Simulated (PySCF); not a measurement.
**Au: electron affinity**

Au⁻ [Xe] 4f14 5d10 6s2 (1S) → Au [Xe] 4f14 5d10 6s1 (2S), as a difference of total energies. Computed with PySCF 2.14 in def2-QZVPPD with the def2 core potential (60 electrons) (7s5p4d4f2g, 88 functions), with a scalar-relativistic core potential. Correlated levels: valence: 5s2 5p6 frozen; valence and next inner shell: nothing frozen outside the core potential. The calculations carry no spin-orbit coupling.

| method | electron affinity (eV) |
| --- | --- |
| UHF | 0.557 |
| LDA | 2.538 |
| PBE | 2.208 |
| PBE0 | 1.937 |
| r2SCAN | 2.119 |
| PW91 | 2.259 |
| CAM-B3LYP | 1.970 |
| BHandHLYP | 1.721 |
| BLYP | 2.206 |
| MP2 (valence) | 2.131 |
| SCS-MP2 (valence) | 2.083 |
| MP2 (valence and next inner shell) | 2.244 |
| SCS-MP2 (valence and next inner shell) | 2.163 |

How much does correlation contribute at MP2 (valence and next inner shell)?

2.244 − (0.557) = 1.687 eV, measured against UHF.

Errors of the correlated levels include the incompleteness of this basis and the frozen core.

In the anion the highest occupied orbital energy is positive at LDA, PBE, PBE0, r2SCAN, PW91, BLYP, a self-interaction effect; the basis confines that electron, and the energy difference can still be sensible.

For comparison: 2.309 eV (measured; photodetachment measurements, as compiled on the Wikipedia data page of electron affinities).
